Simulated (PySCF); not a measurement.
C₆H₈SeSi, SMILES [SiH3]c1ccccc1[SeH], GFN2-xTB optimised geometry.

```
16

Si    -1.59    -2.11     0.00
C     -0.63    -0.49     0.00
C     -1.27     0.74     0.00
C     -0.56     1.93     0.00
C      0.83     1.90     0.00
C      1.49     0.69     0.00
C      0.77    -0.49     0.00
Se     1.69    -2.17     0.00
H     -1.23    -2.88     1.20
H     -3.02    -1.78     0.01
H     -1.24    -2.87    -1.20
H     -2.35     0.77     0.00
H     -1.08     2.88    -0.01
H      1.39     2.83     0.00
H      2.58     0.67     0.00
H      3.02    -1.58    -0.02
```

Density from PBE/def2-TZVP (PySCF) at that geometry.

Minimum of the electron density along straight lines between bonded atoms, close to the bond critical point (lines longer than 1.1 times the sum of covalent radii, or with two minima, are not listed):

| bond | length / Å | ρ at the minimum / e bohr⁻³ | ∇²ρ there / e bohr⁻⁵ | position (fraction from the first atom) |
|---|---|---|---|---|
| Si1–C2 | 1.889 | 0.117 | 0.18 | 0.39 |
| C2–C3 | 1.390 | 0.312 | -0.87 | 0.50 |
| C3–C4 | 1.384 | 0.319 | -0.92 | 0.50 |
| C4–C5 | 1.385 | 0.318 | -0.92 | 0.50 |
| C5–C6 | 1.383 | 0.319 | -0.91 | 0.50 |
| C2–C7 | 1.395 | 0.309 | -0.86 | 0.48 |
| C6–C7 | 1.387 | 0.315 | -0.89 | 0.49 |
| C7–Se8 | 1.918 | ___ | -0.17 | 0.49 |
| Si1–H9 | 1.467 | 0.123 | 0.17 | 0.50 |
| Si1–H10 | 1.463 | 0.124 | 0.17 | 0.50 |
| Si1–H11 | 1.467 | 0.123 | 0.17 | 0.50 |
| C3–H12 | 1.081 | 0.286 | -1.00 | 0.64 |
| C4–H13 | 1.080 | 0.285 | -1.00 | 0.64 |
| C5–H14 | 1.080 | 0.285 | -1.00 | 0.64 |
| C6–H15 | 1.083 | 0.284 | -0.99 | 0.64 |
| Se8–H16 | 1.451 | 0.182 | ___ | 0.63 |

**Question.** Some entries are withheld; supply them.

**Answer.** 
- C7–Se8, ρ at the minimum / e bohr⁻³: 0.157
- Se8–H16, ∇²ρ there / e bohr⁻⁵: -0.33
